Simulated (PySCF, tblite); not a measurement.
Species: C₅H₃F₃S₂.
Bonds: F1–C2, C2–F3, C2–F4, C2–S5, S5–C6, C6–C7 (aromatic), C7–C8 (aromatic), C8–S9 (aromatic), S9–C10 (aromatic), C6–C10 (aromatic). Hydrogens: H11 on C7; H12 on C8; H13 on C10.

Structure optimised with GFN2-xTB, isolated species.

(1) Give the optimised bond lengths and angles.

Answers

(1) 
| bond | length (Å) |
| --- | --- |
| F1–C2, C2–F3 | 1.331 |
| C2–F4 | 1.336 |
| C2–S5 | 1.828 |
| S5–C6 | 1.777 |
| C6–C7 | 1.416 |
| C7–C8 | 1.354 |
| C8–S9 | 1.722 |
| S9–C10 | 1.710 |
| C6–C10 | 1.362 |
| C7–H11 | 1.074 |
| C8–H12 | 1.071 |
| C10–H13 | 1.071 |

Bonds in one row agree within 0.01 Å and their mean is given. A selection of angles:
| angle | degrees |
| --- | --- |
| F1–C2–F3 | 107.8 |
| F1–C2–S5 | 110.6 |
| C2–S5–C6 | 95.9 |
| S5–C6–C7 | 123.5 |
| S5–C6–C10 | 123.1 |
| C7–C6–C10 | 113.5 |
| C6–C7–C8 | 111.5 |
| C6–C7–H11 | 123.5 |
| C8–C7–H11 | 125.0 |
| C7–C8–S9 | 112.3 |
| C7–C8–H12 | 128.3 |
| S9–C8–H12 | 119.4 |
| C8–S9–C10 | 91.4 |
| S9–C10–H13 | 120.9 |
| C6–C10–S9 | 111.3 |
| C6–C10–H13 | 127.8 |

Torsions: F1–C2–S5–C6 178° (antiperiplanar); C2–S5–C6–C7 -91° (anticlinal). The mirror-image conformer, all signs reversed, is as good.

Of the pairs four or more bonds apart, F4···C10 is among the closest relative to their van der Waals radii: 3.21 Å, 101 % of the sum of Bondi's values. The 3 C–C bonds span 1.354 Å (C7–C8, aromatic) to 1.416 Å (C6–C7, aromatic), a spread of 0.062 Å. S5 (sulfide sulfur) is bent (angle 95.9°). The 4 C–S bonds span 1.710 Å (S9–C10, aromatic) to 1.828 Å (C2–S5, drawn single), a spread of 0.118 Å. The 5-membered ring C6–C7–C8–S9–C10 has internal angles of 91.4° to 113.5° (sum 540°, against 540° for a flat polygon); it is planar, 0.00 Å rms from its mean plane, widest ring torsion 0°.

Point group: C1 (no symmetry element, even within 0.4 Å). Its lowest GFN2-xTB frequency is 11i cm⁻¹, too small to tell a flat minimum from a shallow saddle. The numbers are those of one conformer. 3 starts were optimised and ended at 0.00, 0.01 and 0.07 kcal/mol (GFN2-xTB); the lowest of these is shown.

The numbers are calculated, not measured.
